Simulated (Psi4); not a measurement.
F$_{4}$Ge, singlet, geometry from GFN2-xTB; TPSS/3-21G (Psi4 1.11).

The Psi4 input:
```
memory 2 GB

molecule {
0 1
  F     1.28249365   -1.06843622   -0.11172530
  Ge   -0.00000000   -0.00000000   -0.00000000
  F     0.58041552    1.56903814    0.00809899
  F    -1.01772117   -0.21135552   -1.31087792
  F    -0.84518800   -0.28924641    1.41450423
symmetry c2
}

set basis 3-21g

energy('tpss')
print_variables()
```

**Question.** Write the output that Psi4 gives for this input, abridged.

**Answer.** 
```
   => Loading Basis Set <=

    Name: 3-21G
    Role: ORBITAL
    Keyword: BASIS

         ---------------------------------------------------------
                                   SCF
               by Justin Turney, Rob Parrish, Andy Simmonett
                          and Daniel G. A. Smith
                              RKS Reference
         ---------------------------------------------------------

  ==> Geometry <==

    Molecular point group: c2
    Full point group: Td

    Geometry (in Angstrom), charge = 0, multiplicity = 1:

       Center              X                  Y                   Z               Mass
    ------------   -----------------  -----------------  -----------------  -----------------
         F            1.365974244863    -0.000000000917    -0.965889651954    18.998403162730
         GE           0.000000000000    -0.000000000000     0.000000000840    73.921177761000
         F           -0.000000000381     1.365974246106     0.965889650320    18.998403162730
         F           -1.365974244863     0.000000000917    -0.965889651954    18.998403162730
         F            0.000000000381    -1.365974246106     0.965889650320    18.998403162730

  Running in c2 symmetry.

  Rotational constants: A =      0.11889  B =      0.11889  C =      0.11889 [cm^-1]
  Rotational constants: A =   3564.14273  B =   3564.14272  C =   3564.14272 [MHz]
  Nuclear repulsion =  458.527163228646032

  Charge       = 0
  Multiplicity = 1
  Electrons    = 68
  Nalpha       = 34
  Nbeta        = 34

  ==> Algorithm <==

  SCF Algorithm Type is DF.
  DIIS enabled.
  MOM disabled.
  Fractional occupation disabled.
  Guess Type is SAD.
  Energy threshold   = 1.00e-06
  Density threshold  = 1.00e-06
  Integral threshold = 1.00e-12

  ==> Primary Basis <==

  Basis Set: 3-21G
    Blend: 3-21G
    Number of shells: 30
    Number of basis functions: 59
    Number of Cartesian functions: 59
    Spherical Harmonics?: false
    Max angular momentum: 2

  ==> DFT Potential <==

   => LibXC <=

    Version 7.1.2
    S. Lehtola, C. Steigemann, M. J. T. Oliveira, and M. A. L. Marques,  SoftwareX 7, 1–5 (2018) (10.1016/j.softx.2017.11.002)

   => Composite Functional: TPSS <=

    TPSS Meta-GGA XC Functional

    J. Tao, et al., Phys. Rev. Lett., 91, 146401, 2003

    Deriv               =              1
    GGA                 =           TRUE
    Meta                =           TRUE

    Exchange Hybrid     =          FALSE
    MP2 Hybrid          =          FALSE

   => Exchange Functionals <=

    1.0000   XC_MGGA_X_TPSS

   => Correlation Functionals <=

    1.0000   XC_MGGA_C_TPSS

   => LibXC Density Thresholds  <==

    XC_MGGA_C_TPSS:  1.00E-15
    XC_MGGA_X_TPSS:  1.00E-15

   => Molecular Quadrature <=

    Radial Scheme          =       TREUTLER
    Pruning Scheme         =           NONE
    Nuclear Scheme         =       TREUTLER

    Blocking Scheme        =         OCTREE
    BS radius alpha        =              1
    Pruning alpha          =              1
    Radial Points          =             75
    Spherical Points       =            302
    Total Points           =         108896
    Total Blocks           =            888
    Max Points             =            255
    Max Functions          =             56
    Weights Tolerance      =       1.00E-15

   => Loading Basis Set <=

    Name: (3-21G AUX)
    Role: JKFIT
    Keyword: DF_BASIS_SCF

  ==> Integral Setup <==

  SCF_SUBTYPE=INCORE selected. In-core MEM_DF algorithm will be used.
  Using in-core AOs.

  ==> MemDFJK: Density-Fitted J/K Matrices <==

    J tasked:                   Yes
    K tasked:                    No
    wK tasked:                   No
    Algorithm:                 Core
    Schwarz Cutoff:           1E-12
    Mask sparsity (%):       4.4815
    Fitting Condition:        1E-10

   => Auxiliary Basis Set <=

  Basis Set: (3-21G AUX)
    Blend: DEF2-UNIVERSAL-JKFIT
    Number of shells: 160
    Number of basis functions: 743
    Number of Cartesian functions: 743
    Spherical Harmonics?: false
    Max angular momentum: 5

  Minimum eigenvalue in the overlap matrix is 1.1620610519E-02.
  Reciprocal condition number of the overlap matrix is 3.3395598357E-03.
    Using symmetric orthogonalization.

  ==> Pre-Iterations <==

  SCF Guess: Superposition of Atomic Densities via on-the-fly atomic UHF (no occupation information).

   -------------------------
    Irrep   Nso     Nmo
   -------------------------
     A         31      31
     B         28      28
   -------------------------
    Total      59      59
   -------------------------

  ==> Iterations <==

                           Total Energy        Delta E     RMS |[F,P]|

   @DF-RKS iter SAD: -2461.01067491534468   -2.46101e+03   0.00000e+00
   @DF-RKS iter   1: -2464.05302908909562   -3.04235e+00   2.17349e-02 DIIS/ADIIS
   @DF-RKS iter   2: -2464.23153193778444   -1.78503e-01   9.65642e-03 DIIS/ADIIS
   @DF-RKS iter   3: -2464.26659036476758   -3.50584e-02   8.51683e-03 DIIS/ADIIS
   @DF-RKS iter   4: -2464.30465709469036   -3.80667e-02   3.01481e-04 DIIS/ADIIS
   @DF-RKS iter   5: -2464.30471681814970   -5.97235e-05   2.93229e-05 DIIS
   @DF-RKS iter   6: -2464.30471784986048   -1.03171e-06   3.79359e-06 DIIS
   @DF-RKS iter   7: -2464.30471785944928   -9.58880e-09   1.88734e-08 DIIS
  Energy and wave function converged.

  ==> Post-Iterations <==

   Electrons on quadrature grid:
      Ntotal   =   68.0000260900 ; deviation = 2.609e-05

    Orbital Energies [Eh]
    ---------------------

    Doubly Occupied:

[...]
      16B     -0.348211

    Virtual:

[...]
      31A      8.763597

    Final Occupation by Irrep:
              A     B
    DOCC [    18,   16 ]
    NA   [    18,   16 ]
    NB   [    18,   16 ]

  @DF-RKS Final Energy: -2464.30471785944928

   => Energetics <=

    Nuclear Repulsion Energy =            458.5271632286460317
    One-Electron Energy =               -4350.8653094966739445
    Two-Electron Energy =                1548.9763708085909002
    DFT Exchange-Correlation Energy =    -120.9429424000123419
    Empirical Dispersion Energy =           0.0000000000000000
    VV10 Nonlocal Energy =                  0.0000000000000000
    Total Energy =                      -2464.3047178594492834

Computation Completed

Properties will be evaluated at   0.000000,   0.000000,   0.000000 [a0]

Properties computed using the SCF density matrix

 Multipole Moments:

 ------------------------------------------------------------------------------------
     Multipole            Electronic (a.u.)      Nuclear  (a.u.)        Total (a.u.)
 ------------------------------------------------------------------------------------

 L = 1.  Multiply by 2.5417464519 to convert [e a0] to [Debye]
 Dipole X            :          0.0000000           -0.0000000           -0.0000000
 Dipole Y            :          0.0000000            0.0000000            0.0000000
 Dipole Z            :          0.0000000           -0.0000000            0.0000000
 Magnitude           :                                                    0.0000000

 ------------------------------------------------------------------------------------

  Variable Map:
  ----------------------------------------------------------------------------
[...]
  Array Variable Map:
  ----------------------------------------------------------------------------
[...]
[...]
```
